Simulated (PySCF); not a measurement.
Species: C2H2BF3.
SMILES: `C=C(F)B(F)F`

Jobs on this species (8 atoms, 46 electrons) with PySCF (density fitting). Hardware of each: one thread of an Intel Xeon 6975P-C (shared host). Other jobs ran on the host; a repeat could differ by tens of per cent or more. Peak memory is the resident size of the whole Python process, interpreter and libraries included.

```json
{"level and settings": "delta-SCF UKS SCAN, pcX-2 on the ionised atom, pcseg-1 elsewhere, non-relativistic", "work": "ΔSCF core ionisation, 5 holes", "basis functions": "125", "SCF cycles": "?", "wall time": "?", "peak memory": "?"}
{"level and settings": "delta-SCF UKS PBE, pcX-2 on the ionised atom, pcseg-1 elsewhere, spin-free X2C", "work": "ΔSCF core ionisation, 5 holes", "basis functions": "125", "SCF cycles": "?", "wall time": "?", "peak memory": "?"}
{"level and settings": "PBE0-D3(BJ)/def2-SVP, grid level 1", "work": "geometry optimisation from a GFN2-xTB start shaken at random", "basis functions": "94", "SCF cycles": "65", "wall time": "21 s", "peak memory": "0.39 GiB"}
{"level and settings": "delta-SCF UKS SCAN, pcX-2 on the ionised atom, pcseg-1 elsewhere, spin-free X2C", "work": "ΔSCF core ionisation, 5 holes", "basis functions": "125", "SCF cycles": "96", "wall time": "14 s", "peak memory": "0.41 GiB"}
{"level and settings": "delta-SCF UKS SCAN, def2-TZVP on the ionised atom, pcseg-1 elsewhere, spin-free X2C", "work": "ΔSCF core ionisation, 5 holes", "basis functions": "111", "SCF cycles": "95", "wall time": "13 s", "peak memory": "0.47 GiB"}
{"level and settings": "delta-SCF UKS B3LYP, pcX-2 on the ionised atom, pcseg-1 elsewhere, spin-free X2C", "work": "ΔSCF core ionisation, 5 holes", "basis functions": "125", "SCF cycles": "84", "wall time": "17 s", "peak memory": "0.47 GiB"}
{"level and settings": "delta-SCF UKS SCAN, pcX-1 on the ionised atom, pcseg-1 elsewhere, spin-free X2C", "work": "ΔSCF core ionisation, 5 holes", "basis functions": "104", "SCF cycles": "94", "wall time": "11 s", "peak memory": "0.47 GiB"}
{"level and settings": "delta-SCF UKS PBE0, pcX-2 on the ionised atom, pcseg-1 elsewhere, spin-free X2C", "work": "ΔSCF core ionisation, 5 holes", "basis functions": "125", "SCF cycles": "84", "wall time": "18 s", "peak memory": "0.47 GiB"}
```

Question: Fill in the missing figures.

Answer: 
- delta-SCF UKS SCAN, pcX-2 on the ionised atom, pcseg-1 elsewhere, non-relativistic; ΔSCF core ionisation, 5 holes: 13 s, 0.47 GiB, 96 SCF cycles
- delta-SCF UKS PBE, pcX-2 on the ionised atom, pcseg-1 elsewhere, spin-free X2C; ΔSCF core ionisation, 5 holes: 9.6 s, 0.47 GiB, 88 SCF cycles

Question: What do all jobs in the table cost together?

Answer: About 1.9 min; the longest takes about 18 % of that, and about 2.2 times as long as the shortest.
